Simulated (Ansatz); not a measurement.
The same path of Cl3Ga + H4Si (9 atoms, charge 0, multiplicity 1) was run 3 times with different band settings. Lost on the way: Ga1–Cl2, Si5–H9. Made: Ga1–Si5, Cl2–H9.

Theory: RKS BHLYP/def2-SVP in Ansatz 0.2.0.

Relaxed end points:

```xyz
9
Properties=species:S:1:pos:R:3
Ga -0.064 0.299 0.262
Cl 0.252 1.516 1.983
Cl 1.600 -0.216 -0.980
Cl -2.036 0.056 -0.519
Si 0.171 -2.937 1.083
H -0.209 -3.199 -0.317
H 1.594 -3.229 1.340
H -0.715 -3.643 2.030
H -0.028 -1.471 1.353
```

```xyz
9
Properties=species:S:1:pos:R:3
Ga 0.064 -0.881 -0.148
Cl 0.336 0.525 2.388
Cl 1.587 0.150 -1.274
Cl -1.873 0.121 -0.288
Si 0.281 -3.091 0.753
H 0.040 -4.087 -0.317
H 1.645 -3.273 1.298
H -0.717 -3.275 1.830
H -0.798 0.988 1.993
```

Common settings: movable images 5; climbing image yes; spring 5.0 eV/Å²; start path through a guess of the saddle point; iteration limit 60; end points relaxed.

| run | optimiser | force threshold |
| --- | --- | --- |
| 1 | quadratic models (default) | 0.05 eV/Å |
| 2 | quadratic models (default) | 0.2 eV/Å |
| 3 | fire | 0.05 eV/Å |

Q: What does each run give, and how far can it be trusted?

A: Run 1: converged after 25 iterations, highest image 1.772 eV above the first end. A vibrational analysis at the climbing image gives one clearly imaginary mode, 550i cm⁻¹: a first-order saddle point.
Run 2: converged after 20 iterations, highest image 1.772 eV above the first end. The threshold of 0.2 eV/Å is loose, so the images may lie well off the minimum-energy path. Neighbouring images differ by up to 1.2 eV, so the band resolves the path poorly. Another band between the same ends (5 images) ends at a top of the same energy, where a vibrational analysis finds 1 clearly imaginary mode.
Run 3: converged after 52 iterations, highest image 2.071 eV above the first end. Neighbouring images differ by up to 2.0 eV, so the band resolves the path poorly. The order of the stationary point at the top wasn't checked.
The orbitals stay closed-shell, which can raise the energy where a bond breaks towards radicals; this wasn't checked here.
